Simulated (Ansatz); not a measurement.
Calculated with Ansatz (gas phase, PBE0-D4/def2-TZVP geometries, no zero-point term in ΔE). CCSD(T)/CBS is the MP2 limit (def2-TZVPP, def2-QZVPP) plus CCSD(T) − MP2 in def2-TZVPP, frozen cores. This one scheme is used for every species. Functionals use def2-TZVPP. B3LYP here is the variant with VWN-RPA as its local correlation; programs differ in this. HSE06 is defined as in plane-wave codes. For Ge outer-core shells are correlated without core-valence functions, which leaves a few kJ/mol of doubt a bond. Scalar relativity is left out up to krypton. Each species was taken in one conformer, which may not be the lowest.

`[F][GeH]([Cl])[O][SiH3]` + CH₄ → `[CH3][GeH]([F])[Cl]` + `O[SiH3]`  (formal exchange of groups at a Ge–O bond)

`[F][GeH]([Cl])[O][SiH3]`:

Cartesian coordinates in Å:
```
F -1.231 -1.626 -1.271
Ge -0.816 -1.292 0.368
Cl 0.912 -2.458 0.784
O -0.427 0.397 0.466
Si 0.651 1.421 -0.253
H -1.987 -1.632 1.275
H -0.025 2.156 -1.350
H 1.804 0.659 -0.799
H 1.118 2.376 0.780
```

CH₄:

Z-matrix (Å, degrees):
```
C
H 1 1.090
H 1 1.090 2 109.5
H 1 1.090 2 109.5 3 -120.0
H 1 1.090 2 109.5 3 120.0
```

`[CH3][GeH]([F])[Cl]`:

Z-matrix (Å, degrees):
```
C
Ge 1 1.926
H 1 1.090 2 110.0
H 1 1.091 2 109.7 3 120.4
H 1 1.090 2 109.0 3 -119.8
F 2 1.735 1 107.6 3 177.3
Cl 2 2.143 1 109.9 3 62.8
H 2 1.532 1 118.5 3 -62.1
```

`O[SiH3]`:

Z-matrix (Å, degrees):
```
Si
O 1 1.648
H 1 1.489 2 111.7
H 1 1.489 2 111.7 3 120.9
H 1 1.481 2 105.9 3 -119.6
H 2 0.957 1 117.9 3 -60.5
```

```tsv
level	ΔE (kJ/mol)	difference from CCSD(T)/CBS
LDA (SPW92)	48.5	-9.8
PBE-D4	52.3	-6.0
B3LYP	58.2	-0.1
HSE06	51.3	-7.0
RPA@PBE/def2-TZVPP	61.6	3.3
HF/def2-SVP	77.3	19.0
HF/def2-TZVPP	72.7	14.4
CCSD(T)/def2-TZVPP	62.2	3.9
MP2/def2-QZVPP	60.3	2.0
SCS-MP2/def2-QZVPP	63.8	5.5
CCSD(T)/CBS	58.3	0
```

Largest T1 diagnostic among the species: 0.012.

From BLYP to BHLYP (50 % exact exchange), in def2-TZVPP and without D4, ΔE moves by +6.4 kJ/mol. The D4 term adds +4.9 kJ/mol with B3LYP and +2.9 kJ/mol with PBE0; it sums over pairs of atoms, weighted by their polarisabilities, and B3LYP, whose exchange is more repulsive, gets the larger term.
